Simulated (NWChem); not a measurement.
C₂H₃BFN; SMILES C(B(N)F)#C

```xyz
8

C      0.0495     2.2966     0.0000
C      0.0472     1.0806     0.0000
B      0.0283    -0.4611     0.0000
N     -1.1697    -1.1742     0.0000
F      1.1861    -1.1335     0.0000
H      0.0606     3.3720     0.0000
H     -2.0733    -0.7233     0.0000
H     -1.1953    -2.1855     0.0000
```
Atoms are numbered in this order, from 1.

Computed with NWChem. Pople sets run with spherical d functions. Medium grid unless said otherwise, to which SCAN and Minnesota functionals are sensitive. Structure relaxed at the PBE0/def2-SVP level. Total energies of different functionals are on different scales.

| level | energy (Ha) | highest occupied level (eV) | orbital gap (eV) | dipole (D) |
|---|---|---|---|---|
| B3LYP/6-31G* | -257.5036 | -7.32 | 7.16 | 2.33 |
| PBE/6-31G* | -257.1911 | -6.28 | 5.35 | 2.31 |
| LC-wPBE (HJS exchange hole, range parameter 0.4 per bohr)/6-31G* | -257.2974 | -10.50 | 12.83 | 2.31 |
| LDA (Slater exchange, PW92)/6-31G* | -255.4007 | -6.42 | 5.29 | 2.40 |
| M06-2X/6-31G* | -257.4021 | -8.95 | 9.92 | 2.36 |
| SCAN/6-31G* | -257.4015 | -6.63 | 5.85 | 2.34 |
| r2SCAN0/6-31G* | -257.3307 | ___ | ___ | 2.37 |

Task: Fill in the missing entries.

Result: 
- r2SCAN0/6-31G*, highest occupied level (eV): -7.88
- r2SCAN0/6-31G*, orbital gap (eV): 7.95
